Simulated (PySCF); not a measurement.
## Peak assignment

Geometry (Å), atoms numbered from 1 in this order:
```xyz
22

C     3.6694    0.3543    0.0197
C     2.3190    0.1094    0.5653
N     1.9972   -0.2017    1.7749
N     0.6511   -0.3266    1.8100
C     0.2142   -0.0863    0.6203
C    -1.1976   -0.0964    0.1400
C    -2.1160   -0.4501    1.3080
C    -1.5325    1.2976   -0.4047
C    -1.3205   -1.1408   -0.9764
O     1.2276    0.2008   -0.2322
H     4.3962    0.2291    0.8151
H     3.8788   -0.3474   -0.7861
H     3.7317    1.3645   -0.3821
H    -1.8586   -1.4270    1.7069
H    -3.1508   -0.4606    0.9753
H    -2.0051    0.2763    2.1077
H    -0.8595    1.5638   -1.2170
H    -1.4411    2.0428    0.3828
H    -2.5530    1.3130   -0.7795
H    -1.0770   -2.1308   -0.5965
H    -2.3386   -1.1573   -1.3574
H    -0.6455   -0.9071   -1.7970
```

PySCF calculation with σ from GIAO-PBE0/pcSseg-1 and coordinates at the GFN2-xTB level; non-relativistic, a single conformation, one averaged value for each set of equivalent atoms, isolated molecule.

Shifts are taken against calculated references (same method and geometry level): TMS for ¹³C (186.93 ppm), ¹H (31.72 ppm).

Q: Assign these signals to the numbered atoms. ¹³C{¹H} NMR (computed): δ 180.5, 169.6, 34.8, 30.0, 13.6.

A: 
| δ (ppm) | atoms | environment | reason |
| --- | --- | --- | --- |
| 180.5 | C5 | substituted aromatic carbon next to the ring oxygen | – |
| 169.6 | C2 | substituted aromatic carbon next to the ring oxygen | – |
| 34.8 | C6 | quaternary sp3 carbon on an aromatic ring | aliphatic region, no heteroatom directly attached |
| 30.0 | C7/C8/C9 | methyl carbon | a saturated carbon with 1 carbon neighbour and no heteroatom attached |
| 13.6 | C1 | methyl carbon on an aromatic ring | saturated and bonded to C and H only |

Q: Assign these signals to the numbered atoms. ¹H NMR (300 MHz, computed): δ 2.60 (s, 3H), 1.45 (s, 9H).

A: 
2.60 → H11/H12/H13, hydrogen on a methyl carbon on an aromatic ring: benzylic-type position, deshielded by the ring
1.45 → H14/H15/H16/H17/H18/H19/H20/H21/H22, hydrogen on a methyl carbon

Shifts are as computed. Against solution values, carbons near 30 ppm lie about +3 ppm off and those near 130 ppm about +5 ppm. Of 1211 compounds with measured shifts, 218 miss one by over three times the rms of a fit or turn the order of signals round; such compounds aren't used in these exercises. No couplings were computed; multiplicities are counted from neighbouring protons, with m where these are inequivalent, close in shift, in a saturated or five-membered ring or joined by F or P, and br s for small geminal =CH2 splittings.
